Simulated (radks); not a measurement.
Values are calculated unless marked as measured or tabulated.
Initial-state core-level shifts of the tellurium ion Te+ when its valence configuration changes from [Kr] 4d10 5s2 5p3. Code: a radial shooting solver on a logarithmic mesh with Libxc functionals. Model: Dirac Kohn-Sham, PBE, spin-unpolarised, spherical densities, point nucleus; open shells fill j = l - 1/2 first. Shifts are changes of the shell-averaged eigenvalues in eV (positive: less bound).

[
 {"valence": "4d10 5s1.5 5p3.5", "1s": "-0.793", "2p": "-0.770", "3s": "-0.781", "3p": "-0.781"},
 {"valence": "4d10 5s1 5p4", "1s": "-1.572", "2p": "-1.527", "3s": "-1.549", "3p": "-1.548"},
 {"valence": "4d8 5s2 5p5", "1s": "-18.358", "2p": "-19.460", "3s": "-18.561", "3p": "-18.565"},
 {"valence": "4d9 5s1 5p5", "1s": "-10.564", "2p": "-11.046", "3s": "-10.662", "3p": "-10.662"},
 {"valence": "4d9 5s2 5p4", "1s": "-9.072", "2p": "-9.594", "3s": "-9.188", "3p": "-9.190"},
 {"valence": "4d9.5 5s1 5p4.5", "1s": "-6.040", "2p": "-6.251", "3s": "-6.081", "3p": "-6.080"},
 {"valence": "4d10 5p5", "1s": "-3.091", "2p": "-3.001", "3s": "-3.047", "3p": "-3.045"},
 {"valence": "4d9 5s0.5 5p5.5", "1s": "-11.294", "2p": "-11.755", "3s": "-11.383", "3p": "-11.383"},
 {"valence": "4d9.5 5s1.5 5p4", "1s": "-5.281", "2p": "-5.514", "3s": "-5.332", "3p": "-5.332"}
]
